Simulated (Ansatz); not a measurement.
Harmonic frequencies (cm⁻¹) at PBE0-D4/def2-TZVP from Ansatz: 249, 299, 356, 513, 537, 613, 674, 810, 918, 2010, 3974, 3977.

Each molecule was computed in one conformer, which needn't be the lowest.

Task: Which molecule is it?
A. `[NH2][Al]([F])[F]`
B. `[F][Al]([F])[SeH]`
C. `[AlH2][SeH]`
D. `[OH][AlH][OH]`

Result: D.
